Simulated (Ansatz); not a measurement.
`[SiH3][CH]1[NH][AlH]1` + H–F → `F[CH]1[NH][AlH]1` + SiH₄  (substitution at a C–Si bond)

Program: Ansatz. Geometries: PBE0-D4/def2-TZVP. ΔE: electronic, gas phase. CBS: MP2 limit from def2 TZ/QZ plus the TZ coupled-cluster correction, frozen cores. This one scheme is used for every species.

```json
{"species": "`[SiH3][CH]1[NH][AlH]1`", "CCSD(T)/CBS(def2) energy (Eh)": "-627.40419"}
{"species": "H–F", "CCSD(T)/CBS(def2) energy (Eh)": "-100.39570"}
{"species": "`F[CH]1[NH][AlH]1`", "CCSD(T)/CBS(def2) energy (Eh)": "-436.31417"}
{"species": "SiH₄", "CCSD(T)/CBS(def2) energy (Eh)": "-291.46306"}
```

Q: Work out ΔE.

A: ΔE = (-436.31417) + (-291.46306) − (-627.40419) − (-100.39570) = 0.02266 Eh = +0.62 eV.

Largest T1 diagnostic among the species: 0.015.

From r2SCAN to r2SCAN0 (25 % exact exchange), in def2-TZVPP and without D4, ΔE moves by +0.07 eV. The D4 term adds +0.10 eV with B3LYP and +0.06 eV with PBE0; it sums over pairs of atoms, weighted by their polarisabilities, and B3LYP, whose exchange is more repulsive, gets the larger term. Leaving LDA and LC-ωPBE aside and taking each functional with its dispersion term where it has one, the values, not all of them listed here, spread over 0.23 eV, from BLYP-D4 to PBE-QIDH.

B3LYP here is the variant with VWN-RPA as its local correlation; programs differ in this.
